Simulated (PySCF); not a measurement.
## Computed properties of silanone (H2OSi), SMILES [SiH2]=O

H2OSi, SMILES O=[SiH2]. Coordinates come from a ωB97X-D3(BJ)/def2-TZVP optimisation. The values are those of a single conformer. All values are computed for the isolated molecule unless a solvent is named; none is compared with measurement here.

**Structure.** The optimised structure has C2v symmetry. All 6 harmonic modes at ωB97X-D3(BJ)/def2-TZVP (PySCF) are real, so it is a minimum.

**Vibrations.** The strongest infrared lines (harmonic, unscaled, degenerate partners summed) lie at 2267 cm⁻¹ (134 km/mol, H 95 %), 1262 cm⁻¹ (91 km/mol, O 61 %, Si 36 %), 699 cm⁻¹ (72 km/mol, H 79 %, Si 12 %, O 9 %). The softest mode is at 699 cm⁻¹ and the zero-point energy is 11.8 kcal/mol.

**Electronic structure.** B3LYP/def2-TZVPD (PySCF) places the frontier levels at -8.08 and -2.53 eV, a gap of 5.55 eV, and gives a dipole moment of 3.76 D and a mean polarisability of 30.6 bohr³. PBE/def2-TZVPD (PySCF) at the same geometry gives -6.83 and -3.18 eV, so its gap is 1.90 eV narrower. An orbital gap is neither the optical nor the fundamental gap.

**Excitations.** TDA-CAM-B3LYP/def2-TZVPD (PySCF) has S1 at 4.22 eV (293 nm, f = 0.000, dark); the most intense of the 10 singlets computed lies at 8.60 eV (f = 0.19). T1 (TDA) is at 3.85 eV, 0.37 eV under S1. TDA-PBE/def2-TZVPD (PySCF) puts S1 at 3.78 eV. No vertical singlet excitation falls in the visible range (under 3.1 eV).

**NMR.** GIAO shifts at HF/pcSseg-2 (PySCF) (non-relativistic, atoms alike by connectivity averaged): ¹H at 5.8 ppm against TMS; ²⁹Si at 79.7 ppm against TMS.

**Solvation.** SMD-ωB97X/6-31G* (PySCF) gives -8.6 kcal/mol in water, -5.0 kcal/mol in chlorobenzene, -5.3 kcal/mol in ethylethanoate (1 M in both phases, gas-phase geometry); of these solvents water holds the molecule best.
